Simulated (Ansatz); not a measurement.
Mulliken charges of F₂H₂SeSi₂, SMILES `F[Si@@H]1[Se][Si@@H]1F` from r2SCAN/def2-TZVPP in Ansatz (PBE0-D4/def2-TZVP geometry).

```csv
atom,x (Å),y (Å),z (Å),charge (e)
F1,-0.468,-2.033,-1.127,-0.302
Si2,-0.825,-0.698,-0.332,0.466
Se3,-0.255,1.262,-1.348,-0.204
Si4,0.796,0.573,0.554,0.466
F5,2.329,0.160,0.402,-0.302
H6,-2.233,-0.823,0.096,-0.062
H7,0.718,1.491,1.709,-0.062
```

By hand: the dipole of these point charges (1 e Å = 4.8032 D).

Σ q r = (-0.430, 0.209, 0.485) e Å, of length 0.681 e Å = 3.27 D.

How does the dipole of the full density compare? (Estimate.)

Computed: (-0.248, 0.111, 0.295) e Å, 1.93 D; the point charges give 1.69 times that, at 2° from its direction.

Point charges leave out the atoms' own dipoles, such as those of lone pairs, and Mulliken's split depends on the basis, so the two needn't agree.
